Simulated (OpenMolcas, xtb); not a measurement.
**GaF2 (SMILES [F][Ga][F]): methods side by side**

GaF2 has 3 atoms, charge 0, and is taken as a doublet. SMILES: `[F][Ga][F]`. Geometry: a GFN2-xTB relaxation, a rough one for these elements and not checked as a minimum.

```xyz
3

F    -1.4519    0.5667   -0.7429
Ga    0.1587    0.4013    0.1338
F     1.2932   -0.9681    0.6092
```

Quantity: the dipole moment, in D. The values are calculated.

| level | kind | program | value (D) |
| --- | --- | --- | --- |
| GFN0-xTB | semi-empirical | xtb | 3.60 |
| GFN1-xTB | semi-empirical | xtb | 2.46 |
| GFN2-xTB | semi-empirical | xtb | 2.03 |
| UHF/STO-3G | Hartree–Fock | OpenMolcas | 1.78 |
| UHF/3-21G | Hartree–Fock | OpenMolcas | 1.51 |
| UHF/def2-SVP | Hartree–Fock | OpenMolcas | 1.66 |
| UHF/6-31G** (Cartesian functions) | Hartree–Fock | OpenMolcas | 1.59 |
| UBLYP/6-31G | GGA | OpenMolcas | 1.33 |
| UPBE/pcseg-1 | GGA | OpenMolcas | 1.42 |
| UTPSS/cc-pVDZ | meta-GGA | OpenMolcas | 1.25 |

All-electron rows without a relativistic Hamiltonian named are non-relativistic. The values span 1.25 to 3.60 D. Sets without polarisation functions give poor dipoles.
